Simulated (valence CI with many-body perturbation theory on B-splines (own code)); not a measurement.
# Yb⁴⁸⁺ in brief

Calculated by valence CI with perturbative core correlation (CI+MBPT): four valence electrons over a frozen Dirac-Fock core [Ar], a basis of 7 s, 7 p, 8 d, 6 f, 4 g, 1 h functions for each j, with the one-electron correlation potential Σ1, the two-electron term Σ2, the three-electron term Σ3, Breit, model QED; selected CI, second order for the rest, scaled by the run's own slope (own B-spline code, finite nucleus).

The last digits are not significant, and no measured levels were compared; by estimate large intervals hold to a few tenths of a per cent, small ones and those within an open d or f shell to about a per cent. Only levels of the ground parity were solved; by the run's estimate the other parity begins above the list, which can be wrong where configurations are misplaced.

Levels are named by their leading jj configuration (3d3/2^4 stands for four electrons in 3d with j = 3/2), which in mixed levels can hold well under half, so a name can repeat and another be missing.

Rates and lifetimes use the calculated energies. Strong lines usually hold to 10 to 20 %, long lifetimes can be off by a factor of two.

Problem. What is the ground level?

Solution. (3d3/2^4) J=0, composition 60 % 3d⁴ ³P + 27 % 3d⁴ ⁵D + 14 % 3d⁴ ¹S.

Problem. How well does LS coupling describe the low levels?

Solution. Among the lowest 20 levels the leading LS term, summed over configurations, holds 48 % on average. For single configurations the figures are 48 % in LS and 95 % in jj coupling. Terms mix most in the J = 4 level at 475360 cm⁻¹, where the leading one holds 29 %.

Problem. What is the ionisation energy?

Solution. 4238.5 eV; NIST lists 4238 ± 4 eV (theoretical).
